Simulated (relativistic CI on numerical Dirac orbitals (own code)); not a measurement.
**Cr⁺: resonant inelastic scattering at the M2,3 edge**

Computed with this model: Dirac-Coulomb-Breit CI, orbitals from a KLI potential per configuration, model QED, valence Slater integrals scaled by 0.8, Kramers-Heisenberg scattering through one core-hole configuration in a parametric crystal field; configurations [Ar] 3d5 → [Ne] 3s2 3p5 3d6; 300 K; core-hole width 0.48 eV; summed over polarisations. Incident energies are the highest absorption maxima for each field (at most a few, so the weaker spin-orbit partner edge can be absent), on the computed scale of the free ion. Intensities are in per cent of the strongest line above 0.02 eV; levels within 1 cm⁻¹ are merged; final levels count from the ground level, the first row holds all elastic scattering, lines under 0.4 are left out and each table stops after 24 rows. The scale of the Slater integrals is a model choice and moves the terms in proportion.

Field parameters in Wybourne normalisation: Oh B⁴₀ = 21Dq, B⁴₄ = √(5/14) B⁴₀. The field is a parameter set, without covalency.

S is read from ⟨S²⟩ = S(S + 1).

Oh, 10Dq = 2400 cm⁻¹:

| Final level (eV) | Degeneracy | Irrep | S | 47.5 eV |
| --- | --- | --- | --- | --- |
| 0.000 | 6 | Γ7+Γ8 | 2.50 | 376170.0 |
| 2.362 | 2 | Γ7 | 1.50 | 26.1 |
| 2.362 | 4 | Γ8 | 1.50 | 49.5 |
| 2.365 | 4 | Γ8 | 1.50 | 4.6 |
| 2.367 | 2 | Γ6 | 1.50 | 3.3 |
| 2.482 | 2 | Γ7 | 1.50 | 1.3 |
| 2.483 | 4 | Γ8 | 1.50 | 4.1 |
| 2.486 | 2 | Γ6 | 1.50 | 2.8 |
| 2.486 | 4 | Γ8 | 1.50 | 2.8 |
| 2.507 | 6 | Γ7+Γ8 | 1.50 | 8.7 |
| 2.508 | 4 | Γ8 | 1.50 | 8.0 |
| 2.508 | 2 | Γ6 | 1.50 | 2.5 |
| 3.013 | 4 | Γ8 | 1.50 | 100.0 |
| 3.017 | 2 | Γ7 | 1.50 | 52.7 |
| 3.018 | 4 | Γ8 | 1.50 | 13.5 |
| 3.023 | 2 | Γ6 | 1.50 | 5.3 |
| 3.088 | 2 | Γ6 | 1.50 | 12.8 |
| 3.095 | 4 | Γ8 | 1.50 | 29.1 |
| 3.102 | 4 | Γ8 | 1.50 | 33.9 |
| 3.103 | 2 | Γ7 | 1.50 | 25.9 |
| 3.136 | 2 | Γ6 | 1.50 | 10.9 |
| 3.139 | 4 | Γ8 | 1.50 | 21.5 |
| 3.141 | 2 | Γ7 | 1.50 | 11.9 |
| 3.350 | 2 | Γ7 | 0.50 | 1.3 |

Oh, 10Dq = 5350 cm⁻¹:

```csv
Final level (eV),Degeneracy,Irrep,S,47.5 eV
0.000,6,Γ7+Γ8,2.50,381143.9
2.046,2,Γ7,1.50,56.1
2.047,4,Γ8,1.50,100.0
2.051,4,Γ8,1.50,11.3
2.053,2,Γ6,1.50,8.0
2.377,2,Γ7,1.50,6.7
2.380,4,Γ8,1.50,16.0
2.386,2,Γ6,1.50,11.1
2.386,4,Γ8,1.50,13.2
2.507,4,Γ8,1.50,26.4
2.507,2,Γ7,1.50,8.0
2.508,6,Γ6+Γ8,1.50,38.0
2.766,2,Γ7,0.50,5.1
2.801,4,Γ8,0.51,2.6
2.969,4,Γ8,1.50,26.5
2.971,2,Γ6,1.50,11.3
2.988,4,Γ8,1.50,42.5
2.997,2,Γ7,1.49,29.1
3.131,2,Γ7,1.50,18.3
3.133,4,Γ8,1.50,28.5
3.134,2,Γ6,1.50,19.3
3.177,2,Γ7,0.51,1.0
3.195,4,Γ8,0.51,1.1
3.213,2,Γ6,0.51,0.5
```

Oh, 10Dq = 8350 cm⁻¹:

```csv
Final level (eV),Degeneracy,Irrep,S,47.5 eV
0.000,6,Γ7+Γ8,2.50,300989.8
1.697,2,Γ7,1.49,61.3
1.699,4,Γ8,1.50,100.0
1.704,4,Γ8,1.50,18.6
1.707,2,Γ6,1.50,12.2
2.093,2,Γ7,0.54,4.6
2.126,4,Γ8,0.63,7.5
2.178,2,Γ7,1.49,14.6
2.183,6,Γ6+Γ8,1.50,43.8
2.184,4,Γ8,1.43,32.4
2.506,4,Γ8,1.50,44.5
2.507,2,Γ7,1.50,10.5
2.507,2,Γ6,1.50,17.5
2.508,4,Γ8,1.50,43.4
2.836,2,Γ7,0.60,5.7
2.866,4,Γ8,0.54,1.2
2.878,2,Γ6,1.16,4.7
2.882,4,Γ8,1.48,17.3
2.888,2,Γ6,1.00,3.9
2.899,4,Γ8,1.50,28.5
2.915,2,Γ7,1.44,18.2
3.008,2,Γ7,0.51,1.2
3.010,4,Γ8,0.51,1.3
3.135,2,Γ7,1.49,14.9
```

For the first field the strongest loss at the lowest incident energy is the level at 3.01 eV (S = 1.50, against 2.50 in the thermal ground state). Levels of other spin, the first over 8 % at 2.36 eV, appear because spin-orbit coupling of the core hole, and in heavier ions of the valence shell too, mixes spins.
